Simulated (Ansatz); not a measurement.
Relaxation of Re6⁻ with UKS r2SCAN-D4/def2-SVPD.

```sh
$ ansatz run in.yaml --threads 4 --pin off --events-out ev --progress --plain --max-ram 4787MiB
```

```yaml
crystal:
  periodic: [false, false, false]
  atoms:
    - {symbol: Re, position_ang: [-0.868630, -1.422670, 0.683370]}
    - {symbol: Re, position_ang: [2.383940, 1.027920, 1.198640]}
    - {symbol: Re, position_ang: [-0.049520, 1.279750, 1.268680]}
    - {symbol: Re, position_ang: [-0.716960, 0.740390, -1.474170]}
    - {symbol: Re, position_ang: [1.632130, -0.591320, -0.475100]}
    - {symbol: Re, position_ang: [-2.380960, -1.034070, -1.201420]}
basis:
  gaussian: {orbitals: def2-SVPD}
total_charge: -1
magnetization: {spin_polarized: true, initial_magnetization: 1}
hamiltonian: {xc: r2scan, dispersion: d4}
scf: {lower_state_search: "off"}
output: {orbitals: {seedname: orbitals}}
relax: {f_tol: 0.02, max_steps: 100}
```

It took 7.5 min on 4 threads of Arm Neoverse V2 on a shared host, peak host memory 1.1 GiB.

Positions (Å) and forces (eV/Å) at steps 1, 2, 3, 4, 5, 7, 8 of 8:

```xyz
6
step=1 energy=-12785.1694 eV
Re   -0.869   -1.423    0.683    0.823    2.233   -1.594
Re    2.384    1.028    1.199   -2.067   -0.882   -1.037
Re   -0.050    1.280    1.269    1.259   -2.244   -2.144
Re   -0.717    0.740   -1.474    0.560   -1.639    2.283
Re    1.632   -0.591   -0.475   -2.352    1.761    1.593
Re   -2.381   -1.034   -1.201    1.777    0.771    0.900
6
step=2 energy=-12787.2702 eV
Re   -0.794   -1.289    0.613    1.254    1.044    0.107
Re    2.308    0.995    1.160   -0.107   -0.043   -0.055
Re   -0.017    1.142    1.134   -1.091   -0.936   -0.987
Re   -0.657    0.665   -1.336    1.186    0.020    1.105
Re    1.469   -0.511   -0.406   -1.678   -0.273   -0.391
Re   -2.309   -1.003   -1.165    0.436    0.188    0.220
6
step=3 energy=-12787.4299 eV
Re   -0.647   -1.212    0.676   -1.122   -2.023    1.084
Re    2.155    0.929    1.083    1.492    0.639    0.745
Re   -0.159    1.066    1.053   -0.522    1.760    1.729
Re   -0.511    0.716   -1.254   -0.897    1.147   -2.102
Re    1.310   -0.566   -0.474    2.045   -1.090   -0.950
Re   -2.148   -0.933   -1.084   -0.996   -0.433   -0.505
6
step=4 energy=-12787.7332 eV
Re   -0.699   -1.247    0.662    0.038   -0.327    0.389
Re    2.230    0.962    1.121   -0.008   -0.004   -0.007
Re   -0.120    1.087    1.077   -0.231    0.376    0.366
Re   -0.562    0.706   -1.292    0.091    0.378   -0.326
Re    1.355   -0.552   -0.455    0.385   -0.305   -0.282
Re   -2.205   -0.958   -1.113   -0.274   -0.118   -0.140
6
step=5 energy=-12787.7467 eV
Re   -0.689   -1.255    0.680    0.072    0.098   -0.032
Re    2.209    0.953    1.110    0.185    0.080    0.092
Re   -0.140    1.101    1.089    0.002   -0.128   -0.123
Re   -0.550    0.724   -1.299    0.064   -0.040    0.100
Re    1.364   -0.570   -0.473   -0.164    0.058    0.044
Re   -2.194   -0.953   -1.107   -0.159   -0.069   -0.081
6
step=7 energy=-12787.7464 eV rejected
Re   -0.689   -1.243    0.667    0.001   -0.133    0.145
Re    2.218    0.957    1.114    0.016    0.006    0.007
Re   -0.137    1.105    1.094    0.086   -0.111   -0.103
Re   -0.551    0.710   -1.287    0.022    0.142   -0.133
Re    1.371   -0.570   -0.473   -0.104    0.104    0.095
Re   -2.211   -0.960   -1.116   -0.021   -0.008   -0.010
6
step=8 energy=-12787.7506 eV
Re   -0.691   -1.252    0.675    0.003    0.000    0.005
Re    2.221    0.958    1.116    0.001    0.001   -0.001
Re   -0.134    1.097    1.087   -0.002   -0.001    0.001
Re   -0.552    0.719   -1.297    0.005    0.003   -0.001
Re    1.362   -0.565   -0.468    0.000    0.000   -0.001
Re   -2.206   -0.958   -1.113   -0.006   -0.002   -0.003
```

In the def2 sets Re takes a core potential; there is no spin–orbit coupling. The charge -1 doublet is spin-contaminated (final ⟨S²⟩ up to 3.90, 0.75 for a pure state). The structure comes from a short search, and lower isomers may exist.
